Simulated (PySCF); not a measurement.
## Choosing a basis for TDDFT

BCl2GeH3.
SMILES with atom numbers: `[Cl:1][B:2]([Cl:3])[GeH3:4]` (hydrogens: H5, H6, H7 on Ge4)

TDDFT with PBE0 (PySCF), vertical singlets, core orbitals frozen in the response, spherical d and f functions. Geometry: PBE0-D3(BJ)/def2-SVP; no solvent, vibrations or thermal averaging. The PBE0/6-31G* calculation is non-relativistic and has no spin–orbit coupling, an omission that weighs most on germanium.

```
      basis  functions  diffuse  S1 (eV)  S2 (eV)  S3 (eV)  S4 (eV)  S5 (eV)  LUMO (eV)  α (au)
     6-31G*         88       no     4.73     5.53     6.49     6.62     6.69      -2.05    58.6
   def2-SVP         97       no     4.76     5.55     6.53     6.68     6.77      -1.94    59.4
  def2-SVPD        136      yes     4.66     5.46     6.34     6.46     6.59      -2.24    75.2
aug-cc-pVDZ        140      yes     4.68     5.48     6.39     6.51     6.59      -2.17    75.2
  def2-TZVP        171       no     4.64     5.46     6.40     6.52     6.58      -2.14    70.1
 def2-TZVPD        210      yes     4.61     5.43     6.36     6.47     6.53      -2.20    76.0
aug-cc-pVTZ        274      yes     4.64     5.46     6.38     6.49     6.55      -2.18    76.1
```

Task: How much do these states and the polarisability depend on the basis?

Result: States are compared by their number. Against the largest diffuse basis here (aug-cc-pVTZ, itself not a converged limit), sets without diffuse functions differ by up to 0.12 eV in S1 and 0.21 eV in S5; the smaller diffuse sets differ by up to 0.04 and 0.04 eV. State by state, the largest deviation of a set without diffuse functions is S1 0.12, S2 0.09, S3 0.15, S4 0.19, S5 0.21 eV. The same number needn't mean the same state in each row. Against aug-cc-pVTZ the polarisability deviates by -23% in 6-31G*, -22% in def2-SVP, -1% in def2-SVPD, -1% in aug-cc-pVDZ, -8% in def2-TZVP, 0% in def2-TZVPD.
